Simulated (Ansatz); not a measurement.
The pair A = HF (SMILES F) (first 2 atoms), B = SO2 (SMILES O=S=O); geometry from B3LYP-D3(BJ)/def2-TZVP.
(charge 0, multiplicity 1):
```xyz
5

F      0.3508     0.5070    -0.6568
H      0.0840     0.7241     0.2106
O     -0.3360     0.6626     2.0092
S     -0.1943    -0.5705     2.7516
O     -0.5351    -0.5550     4.1443
```

Cores are frozen in the correlated methods.

Programs: Ansatz (Gaussian orbitals). Values without a source in brackets are computed.

Total energies (hartree), monomers frozen at their geometry in the pair:

```json
[
 {"structure": "AB", "HF/aug-cc-pV(D+d)Z": "-647.2745209", "B3LYP/def2-TZVPPD": "-649.2274699", "MP2/aug-cc-pV(D+d)Z": "-648.0548169"},
 {"structure": "A in the pair's basis", "HF/aug-cc-pV(D+d)Z": "-100.0326771", "B3LYP/def2-TZVPPD": "-100.4951339", "MP2/aug-cc-pV(D+d)Z": "-100.2562936"},
 {"structure": "B in the pair's basis", "HF/aug-cc-pV(D+d)Z": "-547.2361970", "B3LYP/def2-TZVPPD": "-548.7258390", "MP2/aug-cc-pV(D+d)Z": "-547.7929056"},
 {"structure": "A", "HF/aug-cc-pV(D+d)Z": "-100.0325267", "B3LYP/def2-TZVPPD": "-100.4950930", "MP2/aug-cc-pV(D+d)Z": "-100.2557307"},
 {"structure": "B", "HF/aug-cc-pV(D+d)Z": "-547.2356641", "B3LYP/def2-TZVPPD": "-548.7257764", "MP2/aug-cc-pV(D+d)Z": "-547.7916496"}
]
```

Question: Work out the interaction energy without and with the counterpoise correction, and the superposition error, for each level.

Answer: 
E(AB) − E(A) − E(B), times 627.509 kcal/mol, with the monomers in their own basis and then in the pair's basis:
- HF/aug-cc-pV(D+d)Z: -3.97 uncorrected, -3.54 corrected; the monomers gain 0.43 kcal/mol from borrowed functions
- B3LYP/def2-TZVPPD: -4.14 uncorrected, -4.08 corrected; the monomers gain 0.07 kcal/mol from borrowed functions
- MP2/aug-cc-pV(D+d)Z: -4.67 uncorrected, -3.53 corrected; the monomers gain 1.14 kcal/mol from borrowed functions

Ansatz is a program for electronic structure.
